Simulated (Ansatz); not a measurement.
The cluster Li12, relaxed as a singlet with RKS PBE0/def2-SVP in Ansatz, starting from the GFN1-xTB geometry. Force threshold 0.02 eV/Å.

The restricted singlet is unstable towards broken spin symmetry in Hartree–Fock (as tested in another run); at PBE0/def2-SVP this wasn't settled. The structure comes from a short search, and lower isomers may exist.

Start:

```xyz
12

Li   -0.674    1.506    2.409
Li   -1.120   -2.790    2.184
Li   -1.607   -0.615    3.601
Li    0.712   -1.430   -2.573
Li    1.292    0.344   -0.765
Li   -0.435    0.994   -2.701
Li   -0.571    2.172   -0.139
Li    0.146   -2.279   -0.096
Li    0.607   -0.886    2.272
Li    2.030    0.690   -3.290
Li   -1.651   -0.475    1.009
Li    1.271    2.771   -1.911
```

(1) Estimate the energy that the relaxation releases and the steps that it takes.

(2) Does the start keep its bonding and symmetry?

(3) Predict the relaxed structure.

Results:

(1) 2.28 eV, in 34 steps; 99 s on 4 threads of Arm Neoverse V2 on a shared host. The force fell under the threshold at step 15, but the optimiser went on and released 0.144 eV more. No frequencies were taken in this run, so the end may be a saddle point.

(2) Bonds lost: Li1–Li3, Li1–Li7, Li1–Li9, Li2–Li3, Li2–Li9, Li4–Li5, Li4–Li10, Li5–Li7 (atoms count from 1). Bonds formed: Li1–Li5, Li1–Li6, Li4–Li11, Li5–Li11 (atoms count from 1). Metal–metal contacts that move far: Li2–Li8 2.66 to 3.21 Å, Li7–Li11 3.08 to 2.54 Å.

(3) 
```xyz
12

Li    0.258    2.082    1.256
Li   -1.993   -2.618    1.320
Li   -1.919    0.150    3.068
Li   -0.640   -1.246   -2.025
Li    1.891    0.249   -0.554
Li   -0.195    1.614   -1.662
Li   -2.865    0.355   -0.015
Li    0.958   -2.718    0.072
Li    0.934   -0.909    2.706
Li    1.846    0.403   -3.499
Li   -0.564   -0.486    0.660
Li    2.291    3.122   -1.328
```
Bond lengths (bridged metal pairs left out): 18 × Li–Li 2.54 to 3.06 Å.
